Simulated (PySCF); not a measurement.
Cl₂FH₃Si₂.

```xyz
8

F     -0.3007     1.8788     0.0000
Si    -0.0825     0.2749     0.0000
Si     2.1807    -0.2710     0.0000
Cl    -1.0177    -0.4643     1.6767
Cl    -1.0177    -0.4643    -1.6767
H      2.8223     0.2899    -1.2243
H      2.8223     0.2899     1.2243
H      2.2876    -1.7587     0.0000
```

The structure is a stationary point at r2SCAN-D4/def2-SVP. This is a generated structure with no PubChem entry under its InChIKey; it may be hypothetical.

Calculation: KT2/pcSseg-1 (PySCF). Non-relativistic, no solvent.

### Question
Give the absolute GIAO shielding of each atom: isotropic value and principal components (ppm). (An estimate is asked for; the answer gives what the named calculation found.)

### Answer

| atom | σ(iso) | σ11 | σ22 | σ33 | span |
|---|---|---|---|---|---|
| F1 | 250.9 | 197.2 | 258.3 | 297.3 | 100.1 |
| Si2 | 332.6 | 317.0 | 331.5 | 349.2 | 32.2 |
| Si3 | 463.0 | 454.3 | 459.4 | 475.4 | 21.1 |
| Cl4 | 758.4 | 608.7 | 712.8 | 953.6 | 344.9 |
| Cl5 | 758.4 | 608.7 | 712.8 | 953.6 | 344.9 |
| H6 | 27.5 | 24.1 | 25.6 | 32.9 | 8.8 |
| H7 | 27.5 | 24.1 | 25.6 | 32.9 | 8.8 |
| H8 | 27.6 | 24.4 | 26.1 | 32.2 | 7.8 |
